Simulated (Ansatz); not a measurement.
System: SiPH4, charge 0, doublet. SiPH4 (SMILES [SiH2]P, doublet).
B3LYP-D3(BJ)/def2-TZVP minimum from Ansatz (a quantum-chemistry and plane-wave program):
```
Si
H 1 1.4892
H 1 1.4892 2 108.42
P 1 2.2575 2 108.18 3 -117.10
H 4 1.4177 1 96.32 2 -73.60
H 4 1.4177 5 94.78 1 96.92
```
Charge 0, spin multiplicity 2.

Total energies in cc-pV(T+d)Z, 13 correlated electrons, 10 frozen orbitals. Radicals and triplets start from unrestricted determinants; spin-orbit coupling is neglected. Correlated methods leave the cores frozen. No relativity.

| method | program | energy (Eh) | minus CCSDT(Q) (mEh) |
|---|---|---|---|
| HF | Ansatz | -631.99214 | 323.80 |
| MP2 | Ansatz | -632.25811 | 57.83 |
| CCSD | Ansatz | -632.30143 | 14.51 |
| CCSD(T) | Ansatz | -632.31376 | 2.18 |
| CCSDT(Q) | Ansatz | -632.31594 | 0.00 |

Rough core times of Ansatz's runs on a shared machine: CCSD(T) 20 s, CCSDT(Q) 80 min.
